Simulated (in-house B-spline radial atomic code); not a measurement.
## KLI/ALDAx excitations of the phosphorus ion P³⁺

Method: KLI/ALDAx. Computed with a B-spline radial code for spherical atoms: linear response of the closed shell [Ne] 3s2 with the adiabatic LDA exchange kernel on the exchange-only KLI potential; non-relativistic, point nucleus, no spin-orbit coupling, no double excitations, S, P, D and F terms only.

Command:
```bash
python run_td.py task.json out
```
Settings (radii: box in bohr, nucleus in fm):
```
Z                        15
electrons                12
configuration            [Ne] 3s2
hamiltonian              nr
method                   kli
box_radius               23.08
intervals                72
```

Cost of the run: 0.4 s on 1 thread of Arm Neoverse N1 (shared host).

The lowest states, in the order of their Tamm-Dancoff energies; the method's threshold (minus the highest occupied level) is 49.84 eV. Labels give the largest channel, * marks a mixed state, and oscillator strengths are full-response dipole values. Semilocal kernels can invert the small singlet-triplet splittings of Rydberg terms. Energies in eV:

```tsv
state	full response	Tamm-Dancoff	oscillator strength
3s → 3p 3P	?	?	-
3s → 3p 1P	13.149	13.763	1.49
3s → 3d 3D	21.353	21.454	-
3s → 3d 1D	23.701	23.713	-
3s → 4s 3S	26.640	26.657	-
3s → 4s 1S	27.875	27.901	-
3s → 4p 3P	?	?	-
3s → 4p 1P	30.64	30.69	0.0547
3s → 4d 3D	34.64	34.66	-
3s → 4d 1D	35.09	35.09	-
```

Where does 3s → 3p 3P lie?

At 7.479 eV in full response, 7.820 eV in Tamm-Dancoff.

Where does 3s → 4p 3P lie?

At 30.02 eV in full response, 30.03 eV in Tamm-Dancoff.

How large is the singlet-triplet splitting of 3s → 3p (P terms) in Tamm-Dancoff?

5.94 eV, from the unrounded values.

What polarisabilities and dispersion coefficient does the method give?

Dipole 6.585 bohr³, quadrupole 14.31 bohr⁵, C6 16.54 hartree·bohr⁶ for two such species.
